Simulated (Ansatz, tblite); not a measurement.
Isomers of Rb4⁻ (doublet), found by a short tight-binding search and relaxed with PBE/def2-TZVPD in Ansatz.

In the def2 sets Rb takes a core potential; there is no spin–orbit coupling. The xTB rows come from tblite.

Run but left out: HF/def2-TZVPD, r2SCAN/def2-TZVPD, MP2/def2-TZVPD, CCSD/def2-TZVPD, CCSD(T)/def2-TZVPD (A: ⟨S²⟩ 1.28 to 1.96, where a pure state has 0.75).

A: At PBE/def2-TZVPD the highest occupied level of the charge -1 doublet lies above zero (up to 0.15 eV). By energy differences its removal costs 0.90 eV (vertical, to the charge 0 singlet, at PBE/def2-TZVPD); a positive level beside a positive removal energy at the same level points to self-interaction error. At CAM-B3LYP/def2-TZVPD the charge -1 doublet is spin-contaminated (final ⟨S²⟩ up to 0.86, 0.75 for a pure state). B: At PBE/def2-TZVPD the highest occupied level of the charge -1 doublet lies above zero (up to 0.14 eV). It is a level of α spin, whose loss leaves a singlet; that state wasn't run at this geometry and level. The electron is either unbound and held by the finite basis, or the level is raised by self-interaction error. At PBE0/def2-TZVPD, CAM-B3LYP/def2-TZVPD the charge -1 doublet is spin-contaminated (final ⟨S²⟩ up to 0.91, 0.75 for a pure state).

Other spin states were run for one of them alone.

A:

Cartesian coordinates in Å:
```
Rb -0.2961 1.2633 2.1168
Rb 0.3209 -1.2597 -2.1164
Rb -0.5618 3.4631 -2.1641
Rb 0.5370 -3.4666 2.1637
```

B:

```xyz
4

Rb    0.970   -0.089    2.319
Rb   -3.301    1.844    1.413
Rb    2.873   -2.488   -1.367
Rb   -0.542    0.733   -2.364
```

Task: Estimate which lies lowest at each level, and how far above it the others are (kcal/mol).

Result: 
```
               level    A    B
            GFN1-xTB  0.0  1.2
            GFN2-xTB  0.2  0.0
      PBE/def2-TZVPD  0.0  0.3
     PBE0/def2-TZVPD  0.0  0.3
CAM-B3LYP/def2-TZVPD  0.0  0.3
```
Point groups (tolerance 0.1 Å): A D2h, B C2v. A and B have the same bonds, so they are conformers or stereoisomers. Lower isomers may exist.
